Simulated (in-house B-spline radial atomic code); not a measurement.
Binding energies in Rh

NIST's tabulated ground configuration is [Kr] 4d8 5s1; each binding energy is the energy of the ion with one electron taken from that subshell, relaxed, less that of the parent. All numbers are computed (Dirac-Hartree-Fock, average of configuration; Fermi nucleus of rms radius 4.4945 fm) with a B-spline radial code for spherical atoms, not measured. Energies include first-order Breit, QED and recoil terms.

```
subshell  X-ray name  binding energy (eV)  -ε (eV)  relaxation (eV)
   2p1/2          L2               3156.3   3200.0             37.2
   2p3/2          L3               3013.7   3054.5             36.3
   3p1/2          M2                532.9    548.7             15.0
   3p3/2          M3                507.7    522.9             14.6
   4p1/2          N2                62.22    66.65             4.31
   4p3/2          N3                58.38    62.53             4.09
      4d        N4,5                  9.1    11.55             2.47
      5s          O1                 6.07     6.21             0.12
```

Relaxation = -ε minus the binding energy without Breit, QED and recoil terms.

Question: What does it cost to remove both a 4p1/2 and a 4d electron?

Answer: 83.941 eV, which is 12.62 eV more than the two single binding energies together.
